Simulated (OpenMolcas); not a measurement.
# Ionisation energies of nickel

| Property | Result |
| --- | --- |
| Program | OpenMolcas 26.06 |
| Basis | ANO-RCC-VQZP [7s6p4d3f2g1h] |
| Scalar Hamiltonian | DKH2, point nucleus |
| Spin-orbit coupling | state interaction with AMFI integrals over the reference wave functions, term energies averaged over their components |

Active shells in each charge state: the valence d shell, with orbitals averaged over the low states. Where CASPT2's correlated closed shells are named, they are those of the first ion.

A. CASSCF
B. SS-CASPT2, IPEA 0.25 Eh, imaginary shift 0.1 Eh (closed shells correlated: 3s 3p)
C. SS-CASPT2, IPEA 0.25 Eh, imaginary shift 0.1 Eh (closed shells correlated: none)
D. SS-CASPT2, IPEA 0.25 Eh, imaginary shift 0.1 Eh (closed shells correlated: 2s 2p 3s 3p)
E. SS-CASPT2, IPEA 0 Eh, imaginary shift 0.1 Eh (closed shells correlated: 3s 3p)

Energies in eV between the lowest computed levels, named as in B; reference values from the NIST Atomic Spectra Database with their kind.

```csv
From,To,A,B,C,D,E,Spin-orbit share in B,Reference
Ni2+ 3d8 3F4,Ni3+ 3d7 4F 9/2,32.716,35.600,35.110,35.615,35.592,-0.013,35.187 (measured)
Ni3+ 3d7 4F 9/2,Ni4+ 3d6 5D4,53.091,55.338,54.918,55.358,55.329,+0.037,54.920 (semi-empirical)
Ni4+ 3d6 5D4,Ni5+ 3d5 6S 5/2,73.900,75.970,75.553,75.999,75.951,+0.101,76.060 (semi-empirical)
Ni5+ 3d5 6S 5/2,Ni6+ 3d4 5D0,106.632,107.776,107.461,107.821,107.820,-0.180,108.000 (semi-empirical)
Ni6+ 3d4 5D0,Ni7+ 3d3 4F 3/2,132.178,133.281,132.852,133.340,133.311,-0.081,132.000 (theoretical)
Ni7+ 3d3 4F 3/2,Ni8+ 3d2 3F2,161.413,162.322,161.812,162.388,162.361,-0.022,162.000 (theoretical)
```

Error against the reference values, in %:

| From | Reference | A | B | C | D | E |
| --- | --- | --- | --- | --- | --- | --- |
| Ni2+ | measured | -7.0 | +1.2 | -0.2 | +1.2 | +1.2 |
| Ni3+ | semi-empirical | -3.3 | +0.8 | 0 | +0.8 | +0.7 |
| Ni4+ | semi-empirical | -2.8 | -0.1 | -0.7 | -0.1 | -0.1 |
| Ni5+ | semi-empirical | -1.3 | -0.2 | -0.5 | -0.2 | -0.2 |
| Ni6+ | theoretical | +0.1 | +1.0 | +0.6 | +1.0 | +1.0 |
| Ni7+ | theoretical | -0.4 | +0.2 | -0.1 | +0.2 | +0.2 |

Absolute error against the one measured value: A 2.47 eV, B 0.41 eV, C 0.08 eV, D 0.43 eV, E 0.40 eV. C lies closest.

The lowest level within the active space need not be the ion's true ground level.
